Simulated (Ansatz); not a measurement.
Cost and result for the atomization energy of C₂H₈SSi (`[SiH3]CCS`) (12 atoms, 11 bonds).

```csv
atom,x (Å),y (Å),z (Å)
Si1,1.432,0.130,1.058
C2,-0.302,0.339,0.356
C3,-0.574,-0.565,-0.833
S4,-2.267,-0.472,-1.484
H5,2.453,0.441,0.020
H6,1.636,1.040,2.216
H7,1.637,-1.275,1.506
H8,-1.030,0.145,1.149
H9,-0.432,1.389,0.069
H10,0.128,-0.375,-1.648
H11,-0.458,-1.617,-0.558
H12,-2.222,0.819,-1.851
```

The species carries charge 0 and has multiplicity 1. Geometry: relaxed with PBE0-D4/def2-TZVP. It is one conformer, not always the lowest. Program: Ansatz. All runs use 4 threads of an Arm Neoverse V2 on a shared host. Times are those of one run each, without the atoms' runs, and a repeat can differ threefold. Electronic energies, without spin–orbit coupling; frozen cores. CCSD(T)/CBS adds CCSD(T) − MP2 in def2-TZVPP to the MP2 limit, and its time is that of the two runs behind it. T1 = 0.010.

CCSD(T)/CBS is a level of theory with its own doubt, some kJ/mol a heavy atom from the limit and from the frozen cores, so smaller differences don't rank the functionals.

| level | functions | atomization (kJ/mol) | difference from CCSD(T)/CBS | per bond |
| --- | --- | --- | --- | --- |
| CCSD(T)/def2-SVP | 104 | 3875.7 | -219.8 | -20.0 |
| r2SCANh-D4/def2-TZVPP | 258 | 4082.7 | -12.8 | -1.2 |
| CCSD(T)/CBS(def2) | – | 4095.5 | 0.0 | 0.0 |
| ωB97M-V/def2-TZVPP (with forces) | 258 | 4108.1 | 12.6 | 1.1 |
| PBE-D4/def2-TZVPP (with forces) | 258 | 4121.6 | 26.1 | 2.4 |
| BHLYP-D4/def2-TZVPP | 258 | 4016.8 | -78.7 | -7.2 |
| B2PLYP/def2-TZVPP | 258 | 4039.7 | -55.8 | -5.1 |
| B97M-V/def2-TZVPP | 258 | 4109.2 | 13.7 | 1.2 |
| ωB97X-V/def2-TZVPP | 258 | 4113.0 | 17.5 | 1.6 |
| PBE0-D4/def2-TZVPP | 258 | 4089.9 | -5.6 | -0.5 |
| CCSD(T)/def2-TZVPP | 258 | 3998.0 | -97.5 | -8.9 |
| MP2/def2-QZVPP | 494 | 4064.4 | -31.1 | -2.8 |
| revPBE-D4/def2-TZVPP | 258 | 4050.6 | -44.9 | -4.1 |

Question: Order the runs by time, with rough figures. (Estimate.)

Answer: The calculation gave: revPBE-D4/def2-TZVPP 1.6 s; PBE-D4/def2-TZVPP (with forces) 2.1 s; PBE0-D4/def2-TZVPP 2.4 s; BHLYP-D4/def2-TZVPP 2.5 s; CCSD(T)/def2-SVP 2.6 s; B2PLYP/def2-TZVPP 4.1 s; r2SCANh-D4/def2-TZVPP 4.2 s; ωB97X-V/def2-TZVPP 6.5 s; B97M-V/def2-TZVPP 7 s; ωB97M-V/def2-TZVPP (with forces) 9 s; MP2/def2-QZVPP 18 s; CCSD(T)/def2-TZVPP 87 s; CCSD(T)/CBS(def2) 100 s.

From r2SCAN to r2SCAN0 (25 % exact exchange), in def2-TZVPP and without D4, the atomization energy moves by −32.8 kJ/mol: exact exchange takes away binding that semilocal exchange gives to molecules. Leaving LDA and LC-ωPBE aside and taking each functional with its dispersion term where it has one, the values spread over 104.8 kJ/mol, from BHLYP-D4 to PBE-D4. LDA lies +504.7 kJ/mol from PBE without D4, its usual overbinding. The D4 term adds +38.9 kJ/mol with B3LYP and +20.4 kJ/mol with PBE0; it sums over pairs of atoms, weighted by their polarisabilities, and B3LYP, whose exchange is more repulsive, gets the larger term.

B3LYP here is the variant with VWN-RPA as its local correlation; programs differ in this.
